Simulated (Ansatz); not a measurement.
Geometry optimisation, RKS PBE/def2-SVP (Ansatz).

Input:

```yaml
crystal:
  periodic: [false, false, false]
  atoms:
    - { symbol: Si, position_ang: [0.0, 0.0, 0.0] }
    - { symbol: H, position_ang: [0.8436, 0.0, 1.4296] }
    - { symbol: O, position_ang: [1.8237, 0.0, 0.457] }
    - { symbol: H, position_ang: [2.14, -0.9521, 0.3404] }
    - { symbol: O, position_ang: [-0.7913, 1.3709, -0.5594] }
    - { symbol: H, position_ang: [-1.7491, 1.1401, -0.7818] }
    - { symbol: O, position_ang: [-0.7913, -1.3709, -0.5594] }
    - { symbol: H, position_ang: [-1.2459, -1.8365, 0.2129] }
basis:
  gaussian: { orbitals: def2-SVP }
hamiltonian:
  xc: pbe
relax:
  f_tol: 0.15
  max_steps: 25
  restrain:
    - { distance: [1, 2], at: 2.21, k: 30.0 }
    - { distance: [0, 1], at: 1.46, k: 30.0 }
    - { distance: [0, 2], at: 1.68, k: 30.0 }
```

Launched with:

```bash
$ ansatz run input.yaml --threads 1 --pin off --max-ram 2048MiB --backend cpu --events-out ev --progress --plain --runs-dir out
```

Where does it end, and by what steps?

It converged. The restraints hold the end off the free minimum. After 17 steps the energy has fallen by 3.783 eV (the restraints' own energy left out); O3 moved furthest, 0.97 Å.

```csv
step,energy less start (eV),largest force component (eV/Å),accepted
0,0.0000,4.237,yes
1,-1.4410,2.677,yes
2,-2.5334,1.888,yes
3,-3.4356,1.141,yes
4,-3.6166,1.111,yes
5,-3.6837,1.261,yes
6,-3.5215,2.729,no
7,-3.6937,1.195,yes
8,-3.6869,1.168,no
9,-3.7044,1.178,yes
10,-3.7153,1.156,yes
11,-3.7296,1.162,yes
12,-3.7454,1.158,yes
13,-3.7697,1.133,yes
14,-3.4663,2.936,no
15,-3.7554,1.821,no
16,-3.7747,1.182,yes
17,-3.7834,1.135,yes
```

```xyz
8
Properties=species:S:1:pos:R:3
Si -0.027 -0.078 0.298
H 0.434 0.074 1.672
O 1.467 -0.602 -0.219
H 2.176 -0.304 0.373
O -0.608 1.365 -0.281
H -1.239 1.259 -1.017
O -1.161 -1.228 -0.119
H -0.812 -2.135 -0.167
```

Time of the run: 37 s on 1 thread of Arm Neoverse V1 (shared host), peak memory 0.14 GiB.
